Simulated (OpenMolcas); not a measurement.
## Ti2+: moving the ligands

Ti2+ with 6 ligands (fluoride) in trigonal antiprismatic coordination (D3d) at 2.17 Å, a polar angle of 61.3° against the regular 54.74°. A charge of +0.667 e stands 2.6 Å behind each ligand. Ligand basis ANO-RCC-VDZP.

* Program: OpenMolcas 26.06
* Method: CASSCF
* Basis: ANO-RCC-VTZP [6s5p3d2f1g]
* Scalar Hamiltonian: DKH2, point nucleus
* Active space: 2 electrons in 5 orbitals (3d)
* State averaging: 2S+1 = 3 even, 10 roots; 2S+1 = 1 even, 15 roots
* Spin-orbit coupling: RASSI with atomic mean-field integrals over the reference wave functions

Runs around this geometry, states (labels of D3, the rotations of D3d). Energies in cm-1 above the lowest state or level, χT in cm3 K/mol; under a threefold ground state the first gap can be a small split of the lowest multiplet, not the spin-orbit step.

```
R (Å)  Polar angle / regular  Ground state  First state of that spin  First gap with spin-orbit (degeneracies)  χT at 300 K  First state of another spin
 2.15                   1.12            3E                  3A2 29.0                                5.7 (1, 2)        1.101                     1E 11058
 2.17                   1.12      2S+1 = 3                   3E 8129                                9.4 (1, 2)        1.104                     1E 11111
 2.23                   1.12           3A2                   3E 68.6                               15.0 (1, 2)        1.114                     1E 11303
 2.17                  1.176            3E                 3A2 124.7                                1.5 (1, 2)        1.099                    1A1 10612
```

The ground state changes within this set.

Without dynamic correlation the repulsion within the d shell is too large (B by tens of per cent), so at a given field states of lower spin stand too high. Ligand-to-metal charge-transfer states are missing. With no ligand orbital active B as a rule stays too high, so bands that hang on it stand too high and its fall with covalency is understated. With metal d orbitals alone and no dynamic correlation the field as a rule comes out too small, by tens of per cent, by up to half for chloride and softer ligands. Spin-orbit coupling mixes the spin-free states strongly: the lowest level takes only 56 % from its leading state, 3A2, which lies 29 cm-1 above the lowest spin-free state (figures for R = 2.15, ratio = 1.12; the like holds for R = 2.17, ratio = 1.176). An orbital doublet at a regular site is open to a Jahn-Teller distortion, which this geometry leaves out (holds for R = 2.15, ratio = 1.12; R = 2.17, ratio = 1.176). A group larger than the point group allows holds several states that coincide in this model. No measured value stands beside these numbers; the geometry is a model, was not optimised and need not be the one that this ion takes.

A state without a sure symmetry label is named by its multiplicity alone.
